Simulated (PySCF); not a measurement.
benzothiadiazole (C$_{6}$H$_{4}$N$_{2}$S), singlet, at a GFN2-xTB geometry. Base run: BLYP/STO-3G (PySCF).

Input for PySCF:
```python
from pyscf import gto, scf, dft

mol = gto.Mole()
mol.atom = '''
    C    -2.33108499    0.87284671    0.24320461
    C    -2.43498668   -0.53419263    0.20110981
    C    -1.33512772   -1.33497643    0.07212098
    C    -0.07704506   -0.71608446   -0.01923327
    N     1.11496258   -1.30186736   -0.14870188
    S     2.24198376   -0.15930456   -0.20900771
    N     1.29459034    1.13065614   -0.07592737
    C     0.02896458    0.71950082    0.02371555
    C    -1.12505855    1.50978541    0.15722854
    H    -3.23579155    1.45347413    0.34644834
    H    -3.41555314   -0.98086164    0.27361962
    H    -1.40501159   -2.41033539    0.03908595
    H    -1.03622381    2.58379781    0.18849688
'''
mol.basis = 'sto-3g'
mol.verbose = 4
mol.build()

mf = dft.RKS(mol)
mf.xc = 'blyp'
mf.kernel()
```

Each row names what was changed in the base input (with any setting that the change needs).

| change | ΔE vs base (mEh) | fitting functions | dipole (D) |
|---|---|---|---|
| base | 0.000 | - | 0.16 |
| auxbasis = autoaux | -7.765 | 658 | 0.16 |
| auxbasis = def2-universal-jfit | -4.963 | 487 | 0.16 |
| auxbasis = even-tempered beta=1.6 | -7.006 | 708 | 0.16 |
| auxbasis = default (with mf = mf.density_fit()) | -3.284 | 804 | 0.16 |
| auxbasis = def2-svp-ri | -647.8 | 502 | 0.10 |
| auxbasis = cc-pvdz-jkfit | -0.537 | 764 | 0.16 |
| auxbasis = def2-universal-jkfit | -3.284 | 804 | 0.16 |
| auxbasis = even-tempered beta=2.0 | -8.166 | 502 | 0.17 |
| auxbasis = cc-pvtz-jkfit | -0.447 | 873 | 0.16 |

A fitting set is made for a task (jfit for Coulomb, jkfit for Coulomb and exchange, ri for correlation) and for a family of orbital bases.
